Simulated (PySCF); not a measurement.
# Basis-set dependence of population analyses: `BC#CC=C`

C₄H₅B.
Cartesian coordinates in Å at the PBE0-D3(BJ)/def2-SVP level; atoms count from 1:
```
atom  x, y, z in Å
B1     2.6655    0.1423   -0.1729
C2     1.1669    0.2262   -0.1986
C3    -0.0596    0.2855   -0.2107
C4    -1.4747    0.3750   -0.2392
C5    -2.2770   -0.4143    0.4948
H6     3.3285    0.9208   -0.8158
H7     3.2129   -0.7047    0.4919
H8    -1.9145    1.1360   -0.8950
H9    -1.8643   -1.1796    1.1569
H10   -3.3636   -0.3077    0.4482
```

PBE0 throughout (PySCF), one geometry, spherical d and f functions. Isolated species at its PBE0-D3(BJ)/def2-SVP geometry, gas phase. Atoms taken as equivalent share a column and are averaged. The first 7 of 9 kinds of atom are listed.

Mulliken charges (e):

```tsv
basis	functions	B1	C2	C3	C4	C5	H6/H7	H8
STO-3G	30	+0.138	-0.132	-0.025	-0.091	-0.130	-0.034	+0.105
6-31G	55	+0.084	-0.300	+0.068	-0.085	-0.301	-0.023	+0.208
pcSseg-0	55	+0.192	-0.303	-0.147	-0.182	-0.356	+0.022	+0.262
6-31G*	80	-0.082	-0.192	+0.225	-0.219	-0.339	+0.002	+0.206
cc-pVDZ	95	+0.021	-0.142	+0.167	-0.205	+0.032	-0.025	+0.053
def2-SVP	95	-0.005	-0.269	+0.226	-0.113	-0.025	-0.019	+0.075
aug-cc-pVDZ	160	-1.189	-0.124	+0.163	+1.053	+0.543	+0.418	-0.543
6-311+G(2d,p)	165	-0.138	+0.099	+0.043	-0.131	-0.301	+0.005	+0.136
def2-TZVP	185	-0.073	+0.104	-0.065	-0.260	-0.196	+0.027	+0.142
cc-pVTZ	220	-0.053	-0.223	+0.152	-0.114	-0.206	+0.016	+0.145
IGLO-III	225	+0.229	-0.125	-0.103	-0.089	-0.180	-0.044	+0.109
```

IAO charges (e):

```
        basis  functions      B1      C2      C3      C4      C5   H6/H7      H8
       STO-3G         30  +0.048  -0.146  +0.006  -0.164  -0.215  +0.010  +0.153
        6-31G         55  -0.008  -0.146  +0.007  -0.156  -0.253  +0.024  +0.171
     pcSseg-0         55  -0.017  -0.140  +0.010  -0.159  -0.237  +0.024  +0.168
       6-31G*         80  +0.010  -0.152  +0.009  -0.153  -0.239  +0.017  +0.166
      cc-pVDZ         95  -0.007  -0.147  +0.007  -0.154  -0.242  +0.023  +0.168
     def2-SVP         95   0.000  -0.145  +0.009  -0.152  -0.233  +0.019  +0.164
  aug-cc-pVDZ        160  -0.004  -0.149  +0.006  -0.156  -0.252  +0.023  +0.172
6-311+G(2d,p)        165  -0.003  -0.151  +0.007  -0.157  -0.251  +0.023  +0.172
    def2-TZVP        185  -0.003  -0.151  +0.008  -0.156  -0.252  +0.023  +0.172
      cc-pVTZ        220  -0.004  -0.151  +0.008  -0.156  -0.252  +0.023  +0.172
     IGLO-III        225  -0.004  -0.151  +0.007  -0.157  -0.253  +0.023  +0.173
```

Hirshfeld charges (e):

```csv
basis,functions,B1,C2,C3,C4,C5,H6/H7,H8
STO-3G,30,+0.164,-0.114,-0.033,+0.002,-0.014,-0.062,+0.039
6-31G,55,+0.132,-0.120,-0.022,-0.023,-0.048,-0.051,+0.062
pcSseg-0,55,+0.134,-0.119,-0.018,-0.021,-0.042,-0.055,+0.058
6-31G*,80,+0.132,-0.120,-0.022,-0.025,-0.046,-0.052,+0.062
cc-pVDZ,95,+0.132,-0.120,-0.017,-0.026,-0.046,-0.052,+0.061
def2-SVP,95,+0.132,-0.119,-0.014,-0.028,-0.048,-0.052,+0.061
aug-cc-pVDZ,160,+0.135,-0.123,-0.018,-0.036,-0.054,-0.049,+0.067
"6-311+G(2d,p)",165,+0.139,-0.126,-0.021,-0.035,-0.049,-0.050,+0.066
def2-TZVP,185,+0.134,-0.123,-0.018,-0.034,-0.052,-0.050,+0.066
cc-pVTZ,220,+0.133,-0.122,-0.016,-0.032,-0.052,-0.051,+0.065
IGLO-III,225,+0.134,-0.123,-0.018,-0.035,-0.053,-0.049,+0.066
```

ESP-fitted charges (e):

```csv
basis,functions,B1,C2,C3,C4,C5,H6/H7,H8
STO-3G,30,+0.335,-0.172,-0.066,+0.061,-0.231,-0.121,+0.070
6-31G,55,+0.369,-0.239,-0.013,-0.019,-0.345,-0.125,+0.133
pcSseg-0,55,+0.448,-0.318,+0.017,-0.019,-0.370,-0.142,+0.137
6-31G*,80,+0.354,-0.230,-0.027,-0.005,-0.350,-0.120,+0.131
cc-pVDZ,95,+0.346,-0.248,-0.021,-0.006,-0.325,-0.111,+0.128
def2-SVP,95,+0.346,-0.236,-0.031,+0.001,-0.321,-0.113,+0.124
aug-cc-pVDZ,160,+0.371,-0.270,-0.007,-0.006,-0.365,-0.117,+0.133
"6-311+G(2d,p)",165,+0.366,-0.269,-0.007,-0.008,-0.381,-0.115,+0.137
def2-TZVP,185,+0.363,-0.261,-0.014,+0.001,-0.376,-0.116,+0.133
cc-pVTZ,220,+0.367,-0.266,-0.012,-0.001,-0.361,-0.117,+0.131
IGLO-III,225,+0.375,-0.277,-0.002,-0.004,-0.368,-0.118,+0.131
```

Question: Which scheme is steadiest as the basis changes?

Answer: Largest range over the bases for any column: Hirshfeld 0.04 e, IAO 0.07 e, ESP-fitted 0.15 e, Mulliken 1.42 e. Hirshfeld charges move least and Mulliken charges most, counted in e. Without the minimal STO-3G basis the ranges are Hirshfeld 0.02, IAO 0.03, ESP-fitted 0.10, Mulliken 1.42 e.

Question: How much do the charges still move between the two largest bases, cc-pVTZ and IGLO-III?

Answer: At most, over all atoms: Mulliken 0.282 e, IAO 0.001 e, Hirshfeld 0.002 e, ESP-fitted 0.012 e.

Question: What do the same runs give for the total energy, the frontier levels and the dipole moment?

Answer: 
| basis | energy (Eh) | HOMO (eV) | LUMO (eV) | μ (D) |
| --- | --- | --- | --- | --- |
| STO-3G | -177.7529 | -5.81 | 0.03 | 2.05 |
| 6-31G | -179.9116 | -7.44 | -2.27 | 2.39 |
| pcSseg-0 | -179.5659 | -7.77 | -2.59 | 2.42 |
| 6-31G* | -179.9465 | -7.39 | -2.27 | 2.43 |
| cc-pVDZ | -179.9601 | -7.52 | -2.47 | 2.37 |
| def2-SVP | -179.8189 | -7.59 | -2.53 | 2.36 |
| aug-cc-pVDZ | -179.9672 | -7.62 | -2.59 | 2.32 |
| 6-311+G(2d,p) | -179.9977 | -7.64 | -2.60 | 2.34 |
| def2-TZVP | -180.0123 | -7.63 | -2.58 | 2.35 |
| cc-pVTZ | -180.0089 | -7.61 | -2.56 | 2.37 |
| IGLO-III | -180.0160 | -7.64 | -2.60 | 2.32 |

The dipole is fixed by the density alone, so its range of 0.38 D shows that the density itself changes with the basis, not only its division among atoms.
